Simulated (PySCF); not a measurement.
PySCF job for B(Me)2(vinyl) (C4H9B), SMILES C=CB(C)C, PBE-D3(BJ)/def2-SVP. Coordinates come from a PBE-D3(BJ)/def2-SVP optimisation. The values are those of a single conformer.

```python
import numpy as np
from pyscf import gto, scf, dft, df
from pyscf.hessian import thermo

mol = gto.M(
    atom='''
    B     0.22520953    0.36373342    0.15944212
    C     1.40528100    1.38694121   -0.07658961
    H     2.35415059    0.82598954    0.10154701
    H     1.41732138    2.26331126    0.60140149
    H     1.47282403    1.73415391   -1.12947901
    C    -0.61465971    0.43937602    1.49314488
    H    -1.33484226   -0.38148610    1.67818187
    H    -1.18700704    1.39557466    1.48190890
    H     0.05782247    0.52689848    2.37430773
    C    -0.05341476   -0.71195489   -0.94915529
    C    -1.00713006   -1.66830144   -0.86545530
    H     0.55910161   -0.70007621   -1.87225442
    H    -1.18415834   -2.40962541   -1.66463774
    H    -1.66171905   -1.74977254    0.02014565
    ''',
    basis='def2-SVP',
    charge=0,
    spin=0,
    max_memory=1600,
    verbose=3,
)
mf = dft.RKS(mol, xc='pbe').density_fit(auxbasis='def2-universal-jkfit')
mf.disp = 'd3bj'
mf.grids.level = 3
mf.conv_tol = 1e-11
mf.max_cycle = 100
mf.kernel()

# [left out here: the lines that compute and print the analytic Hessian (its translational invariance restored by hand, since the grid's response is missing), thermochemistry and intensities]
```

Log of the run:

```
converged SCF energy = -182.284566949374

WARN: DFTD3 does not support analytical Hessian, using finite difference


WARN: Mole.unit (angstrom) is changed to Bohr

Mode                                 0                   1                   2
Irrep
Freq [cm^-1]                       48.6102             60.8786            110.8962
Reduced mass [au]                   1.2295              1.6911              1.0536
Force const [Dyne/A]                0.0017              0.0037              0.0076
Char temp [K]                      69.9392             87.5908            159.5549
Normal mode                   x     y     z       x     y     z       x     y     z
       0   B                -0.00  0.01 -0.02   -0.02  0.02 -0.01    0.03 -0.02  0.03
       1   C                 0.03 -0.02  0.02    0.05 -0.05  0.03    0.01 -0.01 -0.00
       2   H                -0.03  0.00  0.45    0.04 -0.16 -0.28    0.05 -0.05 -0.34
       3   H                -0.14  0.11 -0.14    0.24 -0.18  0.19    0.17 -0.13  0.15
       4   H                 0.34 -0.24 -0.03   -0.13  0.16  0.08   -0.23  0.18  0.04
       5   C                 0.02 -0.01 -0.00   -0.04  0.03 -0.02   -0.01 -0.00  0.00
       6   H                 0.18 -0.13  0.10   -0.14  0.11 -0.08    0.24 -0.19  0.16
       7   H                -0.21 -0.14 -0.18    0.08  0.10  0.03   -0.36 -0.21 -0.33
       8   H                -0.03  0.29  0.00   -0.04 -0.10 -0.00   -0.12  0.49  0.03
       9   C                -0.07  0.06 -0.05   -0.08  0.08 -0.05    0.01 -0.00  0.01
      10   C                 0.02 -0.03  0.03    0.08 -0.07  0.04   -0.02  0.02 -0.01
      11   H                -0.19  0.16 -0.13   -0.19  0.19 -0.12    0.01  0.00  0.01
      12   H                -0.01 -0.01  0.01    0.09 -0.08  0.05   -0.04  0.06 -0.04
      13   H                 0.15 -0.14  0.11    0.21 -0.20  0.13   -0.01  0.02 -0.01
Mode                                 3                   4                   5
Irrep
[...]
      11   H                -0.24 -0.34 -0.11    0.24  0.30  0.05   -0.22 -0.31 -0.11
      12   H                -0.05 -0.03  0.02   -0.00  0.00  0.01    0.05  0.03 -0.03
      13   H                 0.13  0.16  0.04   -0.20 -0.26 -0.07    0.13  0.17  0.04
Mode                                21                  22                  23
Irrep
Freq [cm^-1]                     1367.9007           1374.9781           1384.8052
Reduced mass [au]                   1.0605              1.0735              1.2456
Force const [Dyne/A]                1.1692              1.1957              1.4073
Char temp [K]                    1968.1046           1978.2874           1992.4264
Normal mode                   x     y     z       x     y     z       x     y     z
       0   B                -0.02 -0.02  0.03   -0.00 -0.00  0.02    0.01  0.05  0.05
       1   C                 0.02  0.02  0.04   -0.00  0.02 -0.01   -0.01  0.00  0.00
       2   H                -0.03 -0.27 -0.57    0.02  0.03 -0.04    0.02 -0.01 -0.17
       3   H                -0.50  0.16 -0.15   -0.02 -0.09  0.13   -0.12 -0.04  0.06
       4   H                 0.36 -0.04  0.03    0.06 -0.14 -0.05    0.14 -0.10 -0.02
       5   C                -0.00 -0.01 -0.00    0.06 -0.00  0.01    0.01 -0.01 -0.01
       6   H                 0.00 -0.03 -0.10   -0.44  0.40 -0.07   -0.12  0.10 -0.02
       7   H                 0.09  0.05  0.11   -0.50 -0.33 -0.04   -0.11 -0.08 -0.02
       8   H                -0.02  0.17 -0.01    0.24 -0.07 -0.14    0.08 -0.00 -0.06
       9   C                 0.01  0.02 -0.00    0.02  0.03  0.00   -0.05 -0.08 -0.04
      10   C                 0.01  0.01 -0.00    0.00 -0.00 -0.00   -0.03 -0.01  0.02
      11   H                -0.03 -0.05 -0.02   -0.02 -0.04 -0.03    0.10  0.15  0.06
      12   H                -0.10 -0.06  0.08   -0.14 -0.09  0.10    0.45  0.26 -0.31
      13   H                -0.06 -0.10 -0.06   -0.10 -0.14 -0.08    0.22  0.39  0.22
Mode                                24                  25                  26
Irrep
Freq [cm^-1]                     1391.0297           1395.2281           1626.3969
Reduced mass [au]                   1.1104              1.0881              4.8539
Force const [Dyne/A]                1.2659              1.2480              7.5647
Char temp [K]                    2001.3821           2007.4226           2340.0230
Normal mode                   x     y     z       x     y     z       x     y     z
       0   B                 0.01 -0.03 -0.04    0.04  0.00 -0.01    0.02  0.03  0.01
       1   C                -0.00  0.02 -0.01   -0.00 -0.07  0.02   -0.00 -0.00  0.00
       2   H                 0.00  0.05  0.11   -0.10 -0.17  0.13    0.00  0.01  0.00
       3   H                 0.11 -0.08  0.11    0.01  0.34 -0.49    0.01  0.00 -0.01
       4   H                -0.08 -0.10 -0.05   -0.12  0.58  0.21   -0.00  0.01  0.01
       5   C                -0.02 -0.04  0.05    0.01 -0.01  0.02   -0.00 -0.00 -0.00
       6   H                -0.17 -0.02 -0.53   -0.16  0.11 -0.10   -0.01  0.01  0.04
       7   H                 0.15  0.07  0.28   -0.13 -0.08  0.02   -0.01 -0.01 -0.01
       8   H                 0.15  0.61 -0.14    0.11  0.06 -0.08    0.01 -0.03 -0.00
       9   C                -0.01 -0.01  0.01   -0.01 -0.00 -0.00   -0.13 -0.15 -0.02
      10   C                 0.01  0.01 -0.00   -0.00 -0.00 -0.00    0.13  0.13 -0.01
      11   H                -0.00  0.02  0.02    0.00  0.01  0.01    0.02  0.10  0.10
      12   H                 0.02  0.01 -0.00    0.05  0.01 -0.03   -0.12  0.01  0.19
      13   H                 0.02  0.04  0.01    0.02  0.05  0.02   -0.04 -0.17 -0.18
Mode                                27                  28                  29
Irrep
Freq [cm^-1]                     2942.4420           2952.7477           3019.2302
Reduced mass [au]                   1.0448              1.0416              1.0891
Force const [Dyne/A]                5.3295              5.3505              5.8492
Char temp [K]                    4233.5189           4248.3465           4344.0000
Normal mode                   x     y     z       x     y     z       x     y     z
       0   B                -0.00 -0.00  0.00   -0.00 -0.00  0.00   -0.00 -0.00 -0.00
       1   C                 0.06  0.00 -0.00   -0.01 -0.00  0.00   -0.03  0.06 -0.04
       2   H                -0.66  0.40 -0.13    0.06 -0.04  0.01    0.45 -0.25  0.07
       3   H                 0.01 -0.30 -0.24   -0.00  0.03  0.02   -0.01 -0.28 -0.23
       4   H                -0.01 -0.13  0.40    0.00  0.01 -0.04   -0.05 -0.20  0.64
       5   C                 0.00 -0.00 -0.00    0.03 -0.03 -0.04    0.01 -0.01  0.01
       6   H                -0.03 -0.03  0.00   -0.27 -0.33  0.06    0.03  0.03 -0.01
       7   H                -0.03  0.05 -0.00   -0.36  0.60 -0.02   -0.08  0.14  0.00
       8   H                 0.03  0.00  0.04    0.33  0.03  0.41   -0.11 -0.02 -0.14
       9   C                -0.00  0.00  0.00    0.00  0.00 -0.00   -0.00 -0.00  0.00
      10   C                 0.00  0.00  0.00   -0.00 -0.00  0.00    0.00 -0.00 -0.00
      11   H                 0.00  0.00 -0.00   -0.01 -0.00  0.01    0.02  0.00 -0.02
      12   H                 0.00 -0.00 -0.00    0.00  0.00  0.00    0.00  0.00  0.00
      13   H                -0.00 -0.00  0.00    0.00  0.00 -0.00   -0.00  0.00  0.00
Mode                                30                  31                  32
Irrep
Freq [cm^-1]                     3022.6156           3037.2161           3051.5263
Reduced mass [au]                   1.0931              1.0775              1.0712
Force const [Dyne/A]                5.8841              5.8561              5.8768
Char temp [K]                    4348.8708           4369.8777           4390.4669
Normal mode                   x     y     z       x     y     z       x     y     z
       0   B                 0.00 -0.00  0.00    0.00  0.00  0.00    0.00  0.00  0.00
       1   C                 0.01 -0.02  0.01   -0.00  0.00 -0.00   -0.00  0.00 -0.00
       2   H                -0.12  0.07 -0.02    0.01 -0.01  0.00    0.00 -0.00 -0.00
       3   H                 0.00  0.06  0.06   -0.00 -0.01 -0.01   -0.00 -0.00  0.00
       4   H                 0.01  0.05 -0.17   -0.00 -0.01  0.01   -0.00 -0.01  0.01
       5   C                 0.05 -0.05  0.05   -0.00 -0.00  0.00    0.00  0.00  0.00
       6   H                 0.12  0.12 -0.02    0.00  0.00 -0.00    0.00  0.00  0.00
       7   H                -0.31  0.52  0.01    0.00 -0.00 -0.00    0.00 -0.00 -0.00
       8   H                -0.40 -0.06 -0.54   -0.00 -0.00 -0.01   -0.01 -0.00 -0.01
       9   C                -0.00 -0.00  0.00    0.04  0.00 -0.06    0.02  0.01 -0.03
      10   C                 0.00  0.00 -0.00    0.02  0.02  0.01   -0.04 -0.04  0.01
      11   H                 0.00  0.00 -0.00   -0.47 -0.01  0.71   -0.23 -0.00  0.34
      12   H                -0.00 -0.00 -0.00   -0.05 -0.24 -0.27    0.09  0.40  0.44
      13   H                -0.00 -0.00  0.00   -0.14 -0.01  0.19    0.37  0.04 -0.51
Mode                                33                  34                  35
Irrep
Freq [cm^-1]                     3065.8353           3067.2044           3139.1342
Reduced mass [au]                   1.1020              1.1028              1.1160
Force const [Dyne/A]                6.1030              6.1124              6.4792
Char temp [K]                    4411.0545           4413.0242           4516.5152
Normal mode                   x     y     z       x     y     z       x     y     z
       0   B                -0.00 -0.00 -0.00    0.00 -0.00 -0.00   -0.00 -0.00  0.00
       1   C                -0.00  0.01  0.02    0.01 -0.04 -0.07   -0.00  0.00  0.00
       2   H                 0.03 -0.01  0.01   -0.09  0.04 -0.03    0.00 -0.00  0.00
       3   H                -0.00 -0.20 -0.15    0.01  0.60  0.46    0.00 -0.00 -0.00
       4   H                 0.01  0.05 -0.15   -0.03 -0.16  0.45    0.00  0.00 -0.00
       5   C                -0.05 -0.06 -0.01   -0.02 -0.02 -0.00    0.00  0.00 -0.00
       6   H                 0.52  0.59 -0.13    0.17  0.20 -0.04   -0.00 -0.00 -0.00
       7   H                -0.11  0.16 -0.01   -0.04  0.06 -0.00   -0.00  0.00 -0.00
       8   H                 0.22  0.02  0.30    0.07  0.00  0.10    0.00  0.00  0.00
       9   C                 0.00  0.00 -0.00    0.00 -0.00  0.00   -0.01 -0.00  0.01
      10   C                -0.00 -0.00 -0.00    0.00  0.00  0.00   -0.02  0.03  0.08
      11   H                -0.00 -0.00  0.00   -0.00  0.00  0.00    0.05  0.00 -0.08
      12   H                 0.00  0.00  0.00   -0.00 -0.01 -0.01   -0.11 -0.44 -0.47
      13   H                 0.00  0.00 -0.00   -0.00  0.00  0.00    0.40  0.05 -0.54
temperature 298.1500 [K]
pressure 101325.00 [Pa]
Rotational constants [GHz] 7.16960 3.51254 2.42844
Symmetry number 1
Zero-point energy (ZPE) 0.11564 [Eh]   303600.978 [J/mol]
                           tot       elec      trans        rot        vib
Entropy [J/mol/K]       355.475      0.000    161.357    109.062     85.057
Cv [J/mol/K]            108.280      0.000     12.472     12.472     83.337
Cp [J/mol/K]            116.595      0.000     20.786     12.472     83.337
Internal energy [J/mol]                      3718.434   3718.434 316350.456
Internal energy [Eh]   -182.16124  -182.28457
Enthalpy [J/mol]                             6197.391   3718.434 316350.456
Enthalpy [Eh]          -182.16030
Gibbs free energy [J/mol]                  -41911.090 -28798.300 290990.691
Gibbs free energy [Eh] -182.20067
mode   freq/cm-1   IR/(km/mol)
   1       48.61         0.358
   2       60.88         0.163
   3      110.90         3.034
   4      233.76         0.031
   5      304.08         0.213
   6      334.50         1.692
   7      435.95         0.157
   8      533.92         1.022
   9      634.02         0.969
  10      677.61         0.863
  11      796.56         1.735
  12      824.79         4.977
  13      889.54        31.632
  14      968.95        24.031
  15      973.17         9.038
  16     1021.39         8.324
  17     1113.53        66.458
  18     1163.12        42.716
  19     1251.08        33.542
  20     1263.28        59.645
  21     1280.18        94.135
  22     1367.90         3.092
  23     1374.98         6.569
  24     1384.81        52.828
  25     1391.03         3.592
  26     1395.23         6.200
  27     1626.40        49.455
  28     2942.44         0.692
  29     2952.75         1.411
  30     3019.23         8.199
  31     3022.62         9.993
  32     3037.22        24.702
  33     3051.53        13.820
  34     3065.84        16.578
  35     3067.20        25.224
  36     3139.13        13.895
max |gradient| / (hartree/bohr): 3.097160979342635e-05
APT charges: [ 0.811  -0.2988  0.023  -0.0089  0.0094 -0.2837 -0.0047  0.0262  0.0237
 -0.3757  0.0465 -0.0102  0.0157  0.0265]
```

Self-consistency was reached.
